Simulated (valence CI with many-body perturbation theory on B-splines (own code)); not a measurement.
# Valence orbitals of Mn III

Level of theory: configuration interaction combined with many-body perturbation theory (CI+MBPT): five valence electrons over a frozen Dirac-Fock core [Ar], radial functions for each j: 7 s, 7 p, 8 d, 6 f, 4 g, 1 h, with the one-electron correlation potential Σ1 (screened to all orders), the two-electron term Σ2, the three-electron term Σ3, Breit, model QED; selected single and double excitations, second order for the rest, scaled by the run's own slope (own B-spline code, finite nucleus).

Against 50 measured levels this calculation errs by 2649 cm⁻¹ on average and by 6458 at most. These come from a selection out of Corliss and Sugar, J. Phys. Chem. Ref. Data 6, 1253 (1977). Levels without a partner in it may be off by more, other configurations by 1,000 to 8,000 cm⁻¹. Among the levels kept, up to 1900 cm⁻¹ of a level comes from second order outside the variational space, and about a tenth of that is noise between levels of different J, which matters for small intervals. Only levels of the ground parity were solved; by the run's estimate the other parity begins above the list, which can be wrong where configurations are misplaced.

These are the spectroscopic orbitals of the CI (the correlating ones are not listed), shaped by the core and the other valence electrons. h is the expectation value of the core's Dirac-Fock operator, without the valence repulsion; Σ1 is computed up to l = 3 at one energy for each symmetry, that of its lowest orbital but kept below the first core excitation, so for empty shells it is not the orbital's own correlation shift; Breit and QED include the response of the core.

```csv
Orbital,h (hartree),Σ1 (cm⁻¹),Breit (cm⁻¹),QED (cm⁻¹),⟨r⟩ (bohr)
4s1/2,-2.6105,-3702,27.4,23.3,2.563
5s1/2,-1.3198,-920,8.8,7.3,5.359
6s1/2,-0.80141,-384,4.0,3.3,9.121
4p1/2,-2.2004,-2306,30.1,-2.2,2.968
5p1/2,-1.1547,-672,10.8,-0.8,6.088
6p1/2,-0.72147,-305,5.3,-0.4,10.10
4p3/2,-2.1892,-2258,16.8,-1.0,2.984
5p3/2,-1.1505,-661,6.1,-0.4,6.110
6p3/2,-0.71951,-300,3.0,-0.2,10.13
3d3/2,-4.0813,-14777,-25.8,-28.1,1.159
4d3/2,-1.4918,-1102,0.0,-2.0,4.405
5d3/2,-0.87319,-469,0.2,-0.9,8.216
3d5/2,-4.0736,-14662,-108,-24.9,1.163
4d5/2,-1.4904,-1101,-6.4,-1.8,4.410
5d5/2,-0.87262,-469,-2.7,-0.8,8.223
4f5/2,-1.0483,-162,-0.1,0.0,5.900
5f5/2,-0.67882,-103,-0.1,0.0,10.16
4f7/2,-1.0483,-162,-0.1,0.0,5.899
5f7/2,-0.67884,-103,-0.1,0.0,10.16
5g7/2,-0.66244,,0.0,0.0,9.097
5g9/2,-0.66243,,0.0,0.0,9.098
```

Among the shells of the start configuration 3d5, Σ1 is largest in size for 3d3/2, where it is 1.6 % of h.

Lowest root of each symmetry, sizes in configuration state functions:

| J | Parity | Roots | Reference | Variational | Second order | Change by selected CI (cm⁻¹) | Change by second order (cm⁻¹) |
| --- | --- | --- | --- | --- | --- | --- | --- |
| 1/2 | even | 8 | 41 | 33479 | 2679739 | -19255 | -352 |
| 3/2 | even | 11 | 72 | 30280 | 5115739 | -18971 | -594 |
| 5/2 | even | 14 | 86 | 28578 | 6550769 | -14060 | -471 |
| 7/2 | even | 12 | 75 | 28461 | 7107304 | -16607 | -775 |
| 9/2 | even | 9 | 59 | 28658 | 6919670 | -16688 | -691 |
| 11/2 | even | 5 | 36 | 30087 | 5861328 | -16890 | -490 |
| 13/2 | even | 3 | 18 | 32631 | 4646622 | -17687 | -443 |
